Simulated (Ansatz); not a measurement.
Born–Oppenheimer molecular dynamics of CH₁₀OSi₂ (14 atoms, charge 0, multiplicity 1). It starts at the highest image of a converged band. Of that band: The profile has 2 maxima (images 1, 6) with wells between them (image 3): this band takes more than one step, which may be the mechanism or a detour left from its start path. Neighbouring images differ by up to 2.0 eV, so the band resolves the path poorly. A vibrational analysis at the climbing image gives one clearly imaginary mode, 482i cm⁻¹, and a faint second one (21i cm⁻¹) that may be numerical noise or a soft torsion: probably a first-order saddle point.

Computed with RKS r2SCANh-D4/def2-SVP (Ansatz 0.2.0).

* ensemble: NVE (velocity Verlet)
* time step: 0.5 fs
* steps asked: 200
* starting velocities drawn for: 100 K
* seed: 2246

Frames 2.5 fs apart, positions in Å.

Velocities at 20 fs (Å/ps):

```
Si 2.09 -0.96 -2.14
Si 0.64 1.15 0.88
H 17.05 15.98 2.92
H -7.58 -8.75 14.97
C 0.97 -1.03 0.58
H -50.29 18.51 13.07
O -2.51 -1.44 0.75
H 0.18 -2.44 -2.48
H 4.72 -12.19 -7.56
H -0.47 3.75 -8.99
H -0.54 9.24 -7.35
H 4.59 -3.34 8.63
H -7.39 16.27 4.30
H -8.09 -7.19 -1.25
```

```xyz
14
Properties=species:S:1:pos:R:3 time_fs=20 energy_less_start_eV=-0.131 T=185
Si 0.335 -1.033 0.152
Si -0.427 1.532 1.061
H -0.298 -1.361 1.488
H 1.069 -2.322 -0.149
C -0.849 -0.820 -1.290
H 1.075 0.890 0.341
O 1.892 -0.069 0.084
H -0.030 1.869 2.493
H -1.804 0.971 1.152
H -0.562 2.804 0.366
H -1.167 -1.855 -1.524
H -0.329 -0.372 -2.149
H -1.712 -0.228 -1.033
H 2.378 -0.114 -0.755
14
Properties=species:S:1:pos:R:3 time_fs=22.5 energy_less_start_eV=-0.509 T=428
Si 0.342 -1.036 0.146
Si -0.425 1.536 1.065
H -0.248 -1.307 1.488
H 1.045 -2.342 -0.113
C -0.846 -0.822 -1.287
H 0.910 0.949 0.389
O 1.885 -0.074 0.086
H -0.033 1.860 2.478
H -1.793 0.935 1.130
H -0.569 2.832 0.335
H -1.170 -1.828 -1.548
H -0.319 -0.382 -2.133
H -1.735 -0.185 -1.025
H 2.360 -0.139 -0.757
14
Properties=species:S:1:pos:R:3 time_fs=25 energy_less_start_eV=-0.698 T=548
Si 0.353 -1.040 0.140
Si -0.424 1.542 1.069
H -0.192 -1.225 1.490
H 1.009 -2.367 -0.083
C -0.846 -0.822 -1.280
H 0.678 1.025 0.456
O 1.877 -0.084 0.086
H -0.042 1.850 2.461
H -1.775 0.891 1.101
H -0.586 2.870 0.304
H -1.185 -1.814 -1.585
H -0.306 -0.386 -2.132
H -1.726 -0.167 -1.037
H 2.346 -0.181 -0.752
14
Properties=species:S:1:pos:R:3 time_fs=27.5 energy_less_start_eV=-0.598 T=487
Si 0.370 -1.046 0.131
Si -0.429 1.555 1.077
H -0.144 -1.115 1.509
H 0.960 -2.405 -0.061
C -0.847 -0.817 -1.272
H 0.543 1.031 0.445
O 1.865 -0.099 0.085
H -0.050 1.843 2.462
H -1.743 0.845 1.065
H -0.612 2.882 0.298
H -1.210 -1.808 -1.621
H -0.296 -0.386 -2.135
H -1.688 -0.176 -1.067
H 2.337 -0.241 -0.742
14
Properties=species:S:1:pos:R:3 time_fs=30 energy_less_start_eV=-1.163 T=847
Si 0.393 -1.054 0.122
Si -0.445 1.577 1.089
H -0.104 -0.989 1.538
H 0.903 -2.456 -0.047
C -0.845 -0.813 -1.266
H 0.604 0.925 0.294
O 1.850 -0.118 0.082
H -0.052 1.839 2.490
H -1.706 0.802 1.030
H -0.644 2.866 0.324
H -1.230 -1.786 -1.640
H -0.293 -0.388 -2.127
H -1.680 -0.165 -1.090
H 2.341 -0.315 -0.728
14
Properties=species:S:1:pos:R:3 time_fs=32.5 energy_less_start_eV=-0.821 T=630
Si 0.417 -1.063 0.114
Si -0.464 1.603 1.101
H -0.065 -0.867 1.548
H 0.844 -2.506 -0.035
C -0.840 -0.813 -1.264
H 0.657 0.858 0.147
O 1.837 -0.144 0.076
H -0.049 1.834 2.527
H -1.682 0.767 1.004
H -0.687 2.850 0.372
H -1.244 -1.752 -1.640
H -0.292 -0.389 -2.112
H -1.706 -0.125 -1.098
H 2.360 -0.391 -0.704
14
Properties=species:S:1:pos:R:3 time_fs=35 energy_less_start_eV=-0.947 T=712
Si 0.440 -1.075 0.108
Si -0.482 1.627 1.112
H -0.023 -0.774 1.521
H 0.791 -2.543 -0.022
C -0.836 -0.809 -1.262
H 0.600 0.929 0.088
O 1.829 -0.174 0.065
H -0.044 1.823 2.549
H -1.679 0.746 0.995
H -0.746 2.879 0.421
H -1.260 -1.741 -1.632
H -0.283 -0.382 -2.111
H -1.700 -0.102 -1.095
H 2.396 -0.463 -0.665
14
Properties=species:S:1:pos:R:3 time_fs=37.5 energy_less_start_eV=-1.505 T=1068
Si 0.460 -1.090 0.103
Si -0.498 1.650 1.120
H 0.015 -0.722 1.468
H 0.749 -2.562 -0.005
C -0.834 -0.801 -1.261
H 0.444 1.126 0.123
O 1.829 -0.209 0.050
H -0.041 1.806 2.541
H -1.687 0.746 1.006
H -0.826 2.959 0.473
H -1.279 -1.753 -1.620
H -0.270 -0.372 -2.119
H -1.651 -0.108 -1.082
H 2.448 -0.526 -0.616
14
Properties=species:S:1:pos:R:3 time_fs=40 energy_less_start_eV=-1.285 T=930
Si 0.477 -1.107 0.100
Si -0.516 1.675 1.127
H 0.034 -0.702 1.423
H 0.720 -2.574 0.020
C -0.828 -0.795 -1.263
H 0.303 1.352 0.162
O 1.837 -0.244 0.031
H -0.033 1.784 2.515
H -1.702 0.771 1.037
H -0.919 3.054 0.548
H -1.285 -1.755 -1.597
H -0.266 -0.371 -2.122
H -1.611 -0.100 -1.050
H 2.516 -0.581 -0.562
14
Properties=species:S:1:pos:R:3 time_fs=42.5 energy_less_start_eV=-1.698 T=1193
Si 0.488 -1.127 0.096
Si -0.541 1.704 1.139
H 0.025 -0.702 1.416
H 0.707 -2.592 0.051
C -0.816 -0.793 -1.267
H 0.326 1.515 0.050
O 1.854 -0.278 0.009
H -0.010 1.760 2.496
H -1.721 0.813 1.083
H -1.017 3.124 0.668
H -1.279 -1.736 -1.566
H -0.272 -0.381 -2.123
H -1.606 -0.060 -0.998
H 2.589 -0.626 -0.506
14
Properties=species:S:1:pos:R:3 time_fs=45 energy_less_start_eV=-1.762 T=1236
Si 0.496 -1.148 0.090
Si -0.572 1.738 1.151
H -0.008 -0.717 1.437
H 0.709 -2.623 0.088
C -0.802 -0.789 -1.267
H 0.427 1.634 -0.122
O 1.878 -0.310 -0.016
H 0.036 1.734 2.496
H -1.748 0.858 1.133
H -1.113 3.151 0.832
H -1.280 -1.724 -1.540
H -0.280 -0.390 -2.141
H -1.586 -0.038 -0.948
H 2.658 -0.664 -0.447
14
Properties=species:S:1:pos:R:3 time_fs=47.5 energy_less_start_eV=-1.634 T=1154
Si 0.499 -1.170 0.085
Si -0.601 1.776 1.159
H -0.047 -0.751 1.450
H 0.722 -2.659 0.127
C -0.787 -0.782 -1.264
H 0.471 1.735 -0.203
O 1.909 -0.340 -0.042
H 0.098 1.704 2.498
H -1.784 0.890 1.177
H -1.200 3.144 1.024
H -1.298 -1.728 -1.524
H -0.288 -0.394 -2.172
H -1.527 -0.055 -0.918
H 2.724 -0.703 -0.391
```

Of the whole run (100 fs, mean temperature of the second half 1321 K): The conserved energy stayed within 0.34 meV per atom of its start (net change -0.22 meV per atom), so the integration is sound. The kinetic energy rose, since the run started high on the potential surface and went downhill. It ends in pieces (CH6OSi + H4Si), so much of that is their flight and rotation, not heat. A run of 0.1 ps of so small a system gives no equilibrium averages. The orbitals stay closed-shell, which can raise the energy where a bond breaks towards radicals; this wasn't checked here.

Run time: 12 min on 4 threads of Arm Neoverse N1 (shared host), peak memory 0.29 GiB.
